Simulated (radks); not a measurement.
Au46+, 33 electrons, occupied as [Ar] 3d10 4s2 4p3 (the NIST ground configuration). All-electron calculation, non-relativistic Kohn-Sham, LB94 model potential, spin-polarised, spherical densities, point nucleus; open shells are filled with parallel spins first (spin-orbit coupling, left out, can overturn this in heavy ions); relativity is left out, which matters for an element this heavy. Program: a radial shooting solver on a logarithmic mesh with Libxc functionals.

Unscreened Slater integrals over Kohn-Sham orbitals (eV). They are taken over the spin-up orbitals.

integral,value
"F0(4p,4p)",63.207
"F2(4p,4p)",32.948
"F0(4p,4s)",62.774
"G1(4p,4s)",42.131
"F0(4p,3d)",80.249
"F2(4p,3d)",23.031
"G1(4p,3d)",7.4439
"G3(4p,3d)",7.5262
"F0(4p,3p)",78.322
"F2(4p,3p)",25.172
"G0(4p,3p)",6.6715
"G2(4p,3p)",8.1115
"F0(4s,4s)",62.396
"F0(4s,3d)",78.961
"G2(4s,3d)",7.0241
"F0(4s,3p)",77.153
"G1(4s,3p)",7.8688
"F0(3d,3d)",148.94
"F2(3d,3d)",76.666
"F4(3d,3d)",49.506
"F0(3d,3p)",136.28
"F2(3d,3p)",65.219
"G1(3d,3p)",68.594
"G3(3d,3p)",46.057
"F0(3p,3p)",128.78
"F2(3p,3p)",65.079

Derived for the open shells (J is the average intra-shell exchange parameter used in DFT+U). 4p: J = F2/5 = 6.590 eV.
